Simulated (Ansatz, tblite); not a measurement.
Removing an electron: [InCl4]- (InCl₄⁻). The state is a singlet with charge -1. Geometry: PBE-D4/def2-SVPD. Ansatz, gas phase; energy differences of separate SCF runs; the oxidised species was run as a doublet alone.

```xyz
5

In    0.000    0.000    0.000
Cl    0.006    1.412    1.981
Cl    1.764    0.719   -1.513
Cl   -2.152    0.182   -1.119
Cl    0.382   -2.312    0.651
```

In the def2 sets In takes a core potential; there is no spin–orbit coupling. The xTB rows come from tblite. Correlated methods freeze 24 core orbitals; core or outer-core shells of In are correlated, in sets that lack core-valence functions. The rows differ in basis, and correlated rows in double-zeta sets carry the largest basis error. In CCSD on the charge 0 doublet the largest single amplitude is 0.17, so its Hartree–Fock determinant may place the open shell otherwise than the density functionals do. HOMO above LUMO, or a gap near zero within one spin, warns that the state may not be the lowest or that an electron is smeared out.

```json
{"level": "GFN2-xTB", "−HOMO (eV)": "7.87", "vertical IE (eV)": "10.11", "−LUMO (eV)": "4.37", "HOMO–LUMO gap (eV)": "3.50", "remarks": "–"}
{"level": "PBE-D4/def2-TZVPD", "−HOMO (eV)": "3.43", "vertical IE (eV)": "5.83", "−LUMO (eV)": "-0.77", "HOMO–LUMO gap (eV)": "4.21", "remarks": "gap within one spin near zero (doublet)"}
{"level": "r2SCAN-D4/def2-TZVPD", "−HOMO (eV)": "3.78", "vertical IE (eV)": "6.13", "−LUMO (eV)": "-1.02", "HOMO–LUMO gap (eV)": "4.80", "remarks": "gap within one spin near zero (doublet)"}
{"level": "PBE0-D4/def2-TZVPD", "−HOMO (eV)": "4.84", "vertical IE (eV)": "6.54", "−LUMO (eV)": "-1.61", "HOMO–LUMO gap (eV)": "6.45", "remarks": "–"}
{"level": "CCSD(T)/def2-SVPD", "−HOMO (eV)": "–", "vertical IE (eV)": "7.15", "−LUMO (eV)": "–", "HOMO–LUMO gap (eV)": "–", "remarks": "–"}
```

Task: Estimate the rows for GFN1-xTB, HF/def2-SVPD, MP2/def2-SVPD, CCSD/def2-SVPD.

Result: 
| level | −HOMO (eV) | vertical IE (eV) | −LUMO (eV) | HOMO–LUMO gap (eV) |
| --- | --- | --- | --- | --- |
| GFN1-xTB | 8.70 | 10.65 | 4.25 | 4.45 |
| HF/def2-SVPD | – | 6.49 | – | – |
| MP2/def2-SVPD | – | 7.38 | – | – |
| CCSD/def2-SVPD | – | 7.16 | – | – |

  Raw xTB energy differences between charge states are shifted by several eV; the methods need an empirical correction for them.
